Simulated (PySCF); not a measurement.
SiHMe2(OMe), C₃H₁₀OSi.
InChI=1S/C3H10OSi/c1-4-5(2)3/h5H,1-3H3

The closed-shell ground state was solved at several levels (PySCF, density fitting, gas phase, non-relativistic). The structure is a single PBE0-D3(BJ)/def2-SVP conformer in the gas phase; no vibrational or solvent corrections.

| level | basis functions | HOMO (eV) | LUMO (eV) | gap (eV) | dipole (D) |
| --- | --- | --- | --- | --- | --- |
| PBE0/pcSseg-1 | 142 | -7.72 | 1.39 | 9.11 | 0.94 |
| B3LYP/def2-SVPD | 187 | -7.55 | 0.36 | 7.91 | 0.87 |

Task: What might B3LYP/pcSseg-1 (142 basis functions) give for the same quantities?

Result: HOMO -7.49 eV, LUMO 1.06 eV, gap 8.55 eV, dipole 0.92 D.

Task: Over all these levels, which gives the widest orbital gap and which the narrowest?

Result: PBE0/pcSseg-1 (global hybrid, 25 % exact exchange) has the widest, 9.11 eV, and B3LYP/def2-SVPD (global hybrid, 20 % exact exchange) the narrowest, 7.91 eV. Functional and basis both differ between the two, so the spread mixes both effects.

Task: How far do the dipole and the HOMO energy spread over the levels?

Result: The dipole runs from 0.87 to 0.94 D (mean 0.91 D) and the HOMO from -7.72 to -7.49 eV.
